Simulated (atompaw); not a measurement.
# Zr (Z = 40): from the effect back to the setting (PAW (atompaw))

Base potential:

```json
{"Element": "zirconium (Zr)", "Generator": "atompaw 4.2.0.5", "Type": "PAW", "Functional": "PBE", "Relativity": "scalar-relativistic", "Frozen core": "[Ar] 3d10", "Valence charge": "12", "Reference configuration": "4s2 4p6 4d1 5s0 5p0 (charge +3)", "Partial waves": "4s (bound): rc 1.45 bohr; 5s (bound, empty): rc 2.45 bohr; 4p (bound): rc 2.10 bohr; 5p (bound, empty): rc 2.45 bohr; 4d (bound): rc 2.45 bohr; 4d channel at -0.7 Ry: rc 2.45 bohr", "Local potential": "ultrasoft scheme with l = 3 at -0.5 Ry, radius 2.45 bohr", "Core correction": "smooth core density matched at 1.45 bohr", "Augmentation charge": "sinc compensation charge, radius 2.00 bohr; PAW radius 2.45 bohr; waves and projectors: modrrkj vanderbiltortho"}
```

Cutoffs, loose and tight: the cutoffs (Ry, on a coarse ladder) from which the occupation-weighted sum of valence levels, in a spherical-Bessel basis at the reference potential, stays within 10 and 1 mRy of its value at 400 Ry. They see the waves, projectors and local potential, not the compensation charge or the core.

Only the scale of all radii (base = 1) is moved (1 further runs of the sweep failed or gave no value and are left out):

```
scale of all radii (base = 1)  cutoff, loose  cutoff, tight  bound ghosts
                         0.89          30 Ry          55 Ry          none
                         1.05          21 Ry          30 Ry          none
                         1.18          15 Ry          30 Ry          none
                         1.27          12 Ry          25 Ry          none
```

One more run gave cutoff, loose: 25 Ry; cutoff, tight: 45 Ry; bound ghosts: none. Which value of the scale of all radii (base = 1) was used?

0.96. The loose cutoff moves one way along this sweep, from 30 Ry at 0.89 to 12 Ry at 1.27, which places the run between 0.89 and 1.05.
